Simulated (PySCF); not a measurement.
ClSi, charge +1, multiplicity 1.

```xyz
2

Si     0.0000     0.0000    -1.0830
Cl     0.0000     0.0000     0.8918
```
Charge +1, spin multiplicity 1.

The structure is a stationary point at PBE-D3(BJ)/def2-TZVPD.

Calculation: B3LYP/pcSseg-2 (PySCF). Non-relativistic, no solvent.

Q: Give the absolute GIAO shielding of each atom: isotropic value and principal components (ppm). (The exact figures need the calculation; the answer reports its results.)

A: 
```csv
atom,σ(iso),σ11,σ22,σ33,span
Si1,139.2,-228.7,-228.7,874.9,1103.5
Cl2,140.6,-363.8,-363.8,1149.5,1513.3
```
